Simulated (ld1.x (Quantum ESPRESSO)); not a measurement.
## Transferability test, TM potential for oxygen (O)

```
Element                 : O
Generator               : ld1.x (Quantum ESPRESSO) 7.5
Type                    : norm-conserving Troullier–Martins (Kleinman–Bylander form)
Functional              : LDA (PZ)
Relativity              : scalar-relativistic
Frozen core             : [He]
Valence charge          : 6
Reference configuration : 2s2 2p4
Partial waves           : 2s (bound): rc 0.90 bohr; 2p (bound): rc 2.10 bohr; 3d channel at 0.5 Ry: rc 2.00 bohr
Local potential         : the d channel
Core correction         : a·sin(br)/r model core inside 0.80 bohr
```

Energies are relative to the spin-unpolarised reference configuration 2s2 2p4; without spin polarisation the order of configurations can differ from experiment. Spin-polarised rows fill each open shell by Hund’s rule, majority spin first. The frozen-core shift is the all-electron ΔE with the core orbitals held at their reference shape minus the fully relaxed ΔE.

```tsv
valence configuration	charge	ΔE all-electron (eV)	error AE − PS (meV)	frozen-core shift (meV)
2s2 2p3	+1	16.584	+94	+0.1
2s2 2p2	+2	50.292	+753	+1.3
2s2 2p1	+3	104.255	+2814	+7.3
2s2 2p3.5	+0.5	6.366	+14	0.0
2s1 2p4	+1	31.422	-151	+0.7
2s2 2p0	+4	181.211	+7411	+28
2s2 2p4 (spin-polarised)	0	-1.409	-0.7	+1.5
2s2 2p3 (spin-polarised)	+1	12.572	+54	+5.1
```

Problem. What are ΔE and the potential's error for 2s1 2p5?

Solution. ΔE = 14.584 eV all-electron; the error (AE − PS) is -4.9 meV.

Levels in the configuration 2s2 2p2:

```csv
level,all-electron (eV),pseudo (eV)
2s,-58.017,-57.646
2p,-43.350,-42.156
```
